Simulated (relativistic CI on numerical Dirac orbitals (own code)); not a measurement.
## Electric-dipole lines of Tl⁷³⁺

Method of calculation: Dirac-Coulomb-Breit CI, orbitals from a KLI potential per configuration, QED by a radiative potential, unscaled Slater integrals (own radial code, finite nucleus).

CI space (outside the closed core 1s2): 2s2 2p4, 2s 2p5, 2p6, 2s2 2p3 3s, 2p5 3s, 2p5 3p, 2s2 2p3 3p, 2p5 3d, 2s2 2p3 3d, 2s 2p4 3s, 2s 2p4 3p, 2s 2p4 3d, 2s2 2p3 4s, 2s2 2p3 4p, 2s2 2p3 4d, 2s2 2p3 4f, 2s2 2p2 3s2, 2s2 2p2 3s 3p, 2s 2p4 4s, 2s2 2p3 5s, 2s2 2p2 3s 3d, 2s2 2p3 5p, 2s2 2p2 3p2, 2s 2p4 4p, 2s2 2p3 5d, 2s2 2p3 5f, 2s2 2p3 5g, 2s 2p4 4d, 2s 2p4 4f, 2s2 2p2 3p 3d, 2s 2p3 3s2, 2s2 2p2 3d2, 2s 2p3 3s 3p, 2s 2p3 3s 3d, 2s 2p3 3p2, 2s 2p3 3p 3d. Levels of other configurations are missing.

```csv
λ vac (Å),Lower,Upper,A (s⁻¹),gf,Branching (%)
0.8206,2s2 2p4 3P_2 [1],2s2 2p3 4d 3D°_3 [136],1.20e+15,8.50e-01,85.1
0.9213,2s2 2p4 1D_2 [4],2s2 2p3 3d 3F°_3 [164],2.04e+15,1.82e+00,99.9
0.9228,2s2 2p4 3P_2 [1],2s2 2p3 3d 3P°_1 [68],2.53e+15,9.69e-01,85.8
0.9233,2s2 2p4 3P_2 [1],2s2 2p3 3d 3D°_2 [67],2.44e+15,1.56e+00,96.7
0.9234,2s2 2p4 1S_0 [2],2s2 2p3 3d 3D°_1 [70],2.59e+15,9.92e-01,97.8
0.9235,2s2 2p4 3P_2 [1],2s2 2p3 3d 3F°_3 [66],2.27e+15,2.03e+00,96.9
0.9247,2s 2p5 3P°_2 [5],2s 2p4 3d 3D_2 [196],2.37e+15,1.52e+00,95.3
0.9250,2s 2p5 3P°_2 [5],2s 2p4 3d 3F_3 [195],1.82e+15,1.63e+00,98.2
0.9251,2s 2p5 3P°_2 [5],2s 2p4 3d 3P_1 [194],2.47e+15,9.51e-01,95.5
0.9252,2s 2p5 1P°_1 [6],2s 2p4 3d 3D_1 [203],2.52e+15,9.70e-01,95.8
0.9256,2s 2p5 1P°_1 [6],2s 2p4 3d 3F_2 [201],2.43e+15,1.56e+00,97.3
0.9504,2s2 2p4 3P_2 [1],2s 2p4 3p 3D°_3 [45],7.58e+14,7.19e-01,98.6
1.0789,2s2 2p4 3P_1 [3],2s2 2p3 3d 3P°_2 [81],1.42e+15,1.24e+00,86.2
1.0803,2s2 2p4 1D_2 [4],2s2 2p3 3d 3F°_3 [82],1.65e+15,2.02e+00,99.9
1.0809,2s2 2p4 3P_0 [7],2s2 2p3 3d 3D°_1 [174],4.44e+15,2.33e+00,98.9
1.0813,2s 2p5 3P°_2 [5],2s 2p4 3d 3D_3 [111],1.96e+15,2.40e+00,97.8
1.0826,2s2 2p4 3P_1 [3],2s2 2p3 3d 3S°_1 [78],1.94e+15,1.02e+00,65.5
1.0826,2s 2p5 3P°_1 [9],2s 2p4 3d 3D_2 [218],3.37e+15,2.96e+00,98.2
1.0837,2s2 2p4 1D_2 [4],2s2 2p3 3d 1D°_2 [80],2.77e+15,2.44e+00,96.9
1.0838,2s2 2p4 3P_2 [1],2s2 2p3 3d 3D°_3 [25],3.40e+15,4.19e+00,100.0
1.0839,2s2 2p4 3P_1 [3],2s2 2p3 3d 3D°_2 [77],2.57e+15,2.27e+00,93.1
1.0839,2s2 2p4 1D_2 [4],2s2 2p3 3d 1F°_3 [79],2.40e+15,2.96e+00,99.7
1.0855,2s2 2p4 3P_2 [1],2s2 2p3 3d 3D°_2 [24],1.51e+15,1.34e+00,100.0
1.0875,2s 2p5 1P°_1 [6],2s 2p4 3d 1D_2 [114],3.54e+15,3.13e+00,95.2
1.0889,2s 2p5 3P°_0 [8],2s 2p4 3d 3D_1 [207],2.54e+15,1.36e+00,89.8
1.0891,2s 2p5 3P°_1 [9],2s 2p4 3d 1P_1 [211],2.70e+15,1.44e+00,82.1
1.0891,2s2 2p4 1S_0 [2],2s2 2p3 3d 3D°_1 [26],2.10e+15,1.12e+00,91.6
1.0891,2s 2p5 1P°_1 [6],2s 2p4 3d 1P_1 [113],2.34e+15,1.25e+00,97.7
1.0892,2s 2p5 3P°_2 [5],2s 2p4 3d 3P_2 [108],2.77e+15,2.46e+00,93.4
1.0902,2p6 1S_0 [10],2p5 3d 1P°_1 [234],4.39e+15,2.35e+00,97.9
1.0904,2s 2p5 3P°_2 [5],2s 2p4 3d 3D_3 [107],1.95e+15,2.43e+00,98.5
3.1198,2s2 2p3 3p 3D_3 [15],2s2 2p3 4d 3F°_4 [134],2.10e+14,2.76e+00,99.4
3.1381,2s2 2p3 3p 3P_2 [17],2s2 2p3 4d 3D°_3 [136],1.71e+14,1.76e+00,12.1
3.2045,2s2 2p3 3d 3D°_2 [19],2s2 2p3 4f 3F_3 [139],3.35e+14,3.61e+00,74.9
3.2049,2s2 2p3 3d 3G°_4 [65],2s2 2p3 4f 3H_5 [313],4.05e+14,6.86e+00,92.8
3.2100,2s2 2p3 3d 3F°_3 [20],2s2 2p3 4f 3G_4 [140],4.03e+14,5.60e+00,91.5
3.3021,2s2 2p3 3d 5D°_4 [71],2s2 2p3 4f 5F_5 [319],4.16e+14,7.49e+00,98.3
3.3031,2s2 2p3 3d 3F°_4 [73],2s2 2p3 4f 3G_5 [324],3.58e+14,6.44e+00,84.2
3.3041,2s 2p4 3d 5F_5 [103],2s 2p4 4f 5G°_6 [374],4.20e+14,8.93e+00,97.6
3.3049,2s2 2p3 3d 3G°_5 [74],2s2 2p3 4f 3H_6 [323],4.20e+14,8.93e+00,99.7
3.3065,2s2 2p3 3d 3F°_4 [23],2s2 2p3 4f 3G_5 [144],4.23e+14,7.62e+00,99.7
3.3184,2s2 2p3 3d 3D°_2 [24],2s2 2p3 4f 3F_3 [145],3.46e+14,4.00e+00,79.1
3.3348,2s2 2p3 3d 3D°_3 [25],2s2 2p3 4f 3F_4 [143],3.77e+14,5.66e+00,86.2
3.3437,2s2 2p3 3d 3D°_1 [26],2s2 2p3 4f 1D_2 [146],3.36e+14,2.82e+00,77.2
7.3281,2s2 2p3 4f 3G_5 [144],2s2 2p3 5g 3H°_6 [265],1.27e+14,1.33e+01,98.4
```

Terms are leading LS components. Brackets give the number of a level in order of energy, since labels repeat. The list gives strong lines, with weight on those to low levels, without lines whose two gauges differ by over a factor of 2.5, among the lowest 400 of 1883 levels, so that lines to higher ones, which can be the strongest, are missing. Levels whose partners in the same complex of configurations lie outside the list can be far off, and so can their lines. Rates are taken at the computed energies, electric ones in the length gauge.

At this charge energies of transitions that change n are usually good to better than 1 %, and those within a shell (Δn = 0) to a few per cent.

LS names give the leading component of a level, which can be under half, so a name can repeat, a term be missing and a line seem to break the LS rules.
